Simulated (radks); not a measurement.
Task: Ca+, configuration [Ar] 4s1 (the NIST ground configuration). All-electron calculation, scalar-relativistic Kohn-Sham, PBE, spin-unpolarised, spherical densities, finite nucleus; Fermi nuclear charge, rms radius 3.4776 fm. Program: a radial shooting solver on a logarithmic mesh with Libxc functionals. Some entries of the table are withheld. Estimate them.

| orbital | occ. | eigenvalue (eV) | <r^2> (bohr^2) |
|---|---|---|---|
| 1s | 2 | -3956.438 | (1) |
| 2s | 2 | -421.3759 | 0.1572 |
| 2p | 6 | -341.7477 | 0.1330 |
| 3s | 2 | -53.9930 | 1.538 |
| 3p | 6 | -34.8818 | (2) |
| 4s | 1 | -8.9655 | 14.71 |

Result: 
(1) 1s <r^2> (bohr^2): 0.007943
(2) 3p <r^2> (bohr^2): 1.891
